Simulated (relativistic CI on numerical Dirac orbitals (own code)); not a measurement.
## Slater and spin-orbit integrals, Rb¹³⁺

Method of calculation: Dirac-Coulomb-Breit CI, separate exchange-only KLI orbitals for each configuration, model QED (radiative potential, 1s self-energy scaled to tabulated hydrogen-like ionisation energies), unscaled Slater integrals (own radial code, finite nucleus).

Slater integrals F^k, G^k are unscaled and averaged over j, outside the closed core [Ne]; ζ comes from projecting the Hamiltonian with its Breit term on Σ l·s of the shell.

- 3s2 3p6 3d6: F^2(3d,3d) = 215510, F^4(3d,3d) = 137590, ζ(3d) = 5708.1 cm⁻¹; <r>(3d) = 0.4614, <r^2>(3d) = 0.252 (bohr units).
- 3s2 3p5 3d7: ζ(3p) = 54885, F^2(3d,3d) = 214860, F^4(3d,3d) = 137150, F^2(3p,3d) = 201950, G^1(3p,3d) = 234120, G^3(3p,3d) = 149910, ζ(3d) = 5592.1 cm⁻¹; <r>(3p) = 0.4866, <r^2>(3p) = 0.2742, <r>(3d) = 0.4626, <r^2>(3d) = 0.2534 (bohr units).
- 3s2 3p4 3d8: F^2(3p,3p) = 204880, ζ(3p) = 54900, F^2(3d,3d) = 214200, F^4(3d,3d) = 136700, F^2(3p,3d) = 201600, G^1(3p,3d) = 233960, G^3(3p,3d) = 149720, ζ(3d) = 5478.3 cm⁻¹; <r>(3p) = 0.4873, <r^2>(3p) = 0.2749, <r>(3d) = 0.4638, <r^2>(3d) = 0.2548 (bohr units).

(1) Give the Racah parameters of the d shell in 3s2 3p6 3d6.

Averages of the first 10 configurations, taken without configuration mixing, which lowers the lowest level and can move excited configurations by several eV; other configurations of the list can lie among them:

```
  Configuration  Parity  States  Average energy above the lowest level (eV)
    3s2 3p6 3d6    even     210                                        12.1
    3s2 3p5 3d7     odd     720                                       139.3
    3s2 3p4 3d8    even     675                                       269.4
     3s 3p6 3d7    even     240                                       222.0
 3s2 3p6 3d5 4s    even     504                                       186.0
        3p6 3d8    even      45                                       435.7
 3s2 3p6 3d5 4p     odd    1512                                       211.8
     3s 3p5 3d8     odd     540                                       348.0
 3s2 3p6 3d5 4d    even    2520                                       251.3
3s2 3p6 3d4 4s2    even     210                                       374.8
```

Answers

(1) B = F²/49 − 5F⁴/441 = 2838 cm⁻¹ and C = 35F⁴/441 = 10919 cm⁻¹.
